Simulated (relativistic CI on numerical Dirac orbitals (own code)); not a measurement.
## Hyperfine structure of Rh XXII, mass number 103

Computed by Dirac-Coulomb-Breit CI, orbitals from a KLI potential per configuration, a model potential for QED, unscaled Slater integrals (own radial code, finite nucleus).

Configurations in the expansion (outside the closed core [Ne]): 3s2 3p6 3d6, 3s2 3p5 3d7, 3s2 3p4 3d8, 3s 3p6 3d7, 3p6 3d8, 3s 3p5 3d8, 3s2 3p6 3d5 4s, 3s2 3p6 3d5 4p, 3s2 3p6 3d5 4d, 3s2 3p4 3d7 4s, 3s2 3p6 3d5 4f, 3s2 3p5 3d6 4s, 3s2 3p6 3d4 4s2, 3s2 3p6 3d5 5s, 3s2 3p6 3d5 5p, 3s 3p6 3d6 4s. Levels of other configurations are missing.

Nuclear spin I = 1/2, μ = -0.08829 μN (tables of Stone and Pyykkö). The electronic factors are computed for point nuclear moments, without core polarisation or the Bohr-Weisskopf and QED corrections.

```
           Level  E (cm⁻¹)  A (MHz)
3s2 3p6 3d6 5D_4       0.0   -929.5
3s2 3p6 3d6 5D_3   25045.4   -668.8
3s2 3p6 3d6 5D_2   25168.5   -851.3
3s2 3p6 3d6 5D_1   37989.5   -745.2
3s2 3p6 3d6 3P_2   87164.1   -490.6
3s2 3p6 3d6 3H_6   91535.4    -1403
3s2 3p6 3d6 3H_5   92063.1    -1305
3s2 3p6 3d6 3F_3  104765.5    -1532
```

Levels with J = 0, under 50 % of one LS term, or S terms without an open s electron are left out. Small factors come from cancelling terms and can be off by tens of per cent or more.

At this charge energies of transitions that change n are usually good to better than 1 %, and those within a shell (Δn = 0) to a few per cent. Terms inside the open d or f shell come out 10 to 20 % too wide with unscaled integrals.

(1) Give the hyperfine levels of 3s2 3p6 3d6 5D_4 relative to its centre of gravity.

Answers

(1) With K = F(F + 1) − I(I + 1) − J(J + 1), E = AK/2: F = 7/2: 2324, F = 9/2: -1859 MHz.

LS names give the leading component of a level, which can be under half, so a name can repeat, a term be missing and a line seem to break the LS rules.
